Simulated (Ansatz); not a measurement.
A run for Ansatz (an electronic-structure program): U-r2SCAN/cc-pVTZ on BrGeH3 (SMILES [GeH3][Br]), a point of a bond scan (R = 4.081 Å).

Ansatz 0.2 input:
```yaml
crystal:
  periodic: [false, false, false]
  atoms:
    - {symbol: Ge, position_ang: [-1.14560058, 0.04679150, 0.00463248]}
    - {symbol: Br, position_ang: [2.93162469, -0.11974079, -0.01185465]}
    - {symbol: H, position_ang: [-1.53993749, 1.48382174, -0.35409628]}
    - {symbol: H, position_ang: [-1.60695799, -0.33231658, 1.41625220]}
    - {symbol: H, position_ang: [-1.64237120, -0.95588990, -1.04278950]}
basis:
  gaussian:
    orbitals: cc-pVTZ
hamiltonian:
  xc: {name: r2SCAN}
magnetization: {spin_polarized: true, initial_magnetization: 0}
```

Output:

```
WARN ansatz: RAYON_NUM_THREADS=1 ignored (pool sized by the plan → 1); use --threads N
Functional definition: r2SCAN
integrals: 0.05 GiB planned
911 factors; their error is unknown
mean field: 0.48 GiB planned
mean field evaluation 1: about -126609.2517 eV, gradient 1.9e1 eV
mean field evaluation 2: about -126425.6247 eV, gradient 1.0e2 eV
mean field evaluation 4: about -126612.4062 eV, gradient 3.4e0 eV
mean field evaluation 8: about -126612.5494 eV, gradient 1.6e0 eV
mean field evaluation 16: about -126612.5757 eV, gradient 4.3e-3 eV
mean field evaluation 32: about -126612.5794 eV, gradient 3.3e-1 eV
mean field evaluation 64: about -126612.7813 eV, gradient 5.6e-2 eV
mean field evaluation 96: about -126612.2071 eV, gradient 1.9e-2 eV
mean field evaluation 128: about -126611.6635 eV, gradient 3.4e0 eV
mean field -126612.78127996 eV, -4652.9338908129 hartree, gradient 6.3e-6 eV, S^2 0.564896; 11 other end points of the search recorded, 0 dependent functions left out
reference -126612.78129463 eV, -4652.9338913522 hartree; 35, 35 occupied and 93, 93 virtual orbitals, 911 factors
Total energy: -126612.78129463 eV, -4652.9338913522 hartree
```

The run converged. Its determinant has ⟨S²⟩ = 0.56, a mixture of spin states.

Cost: very roughly 30 core-seconds.
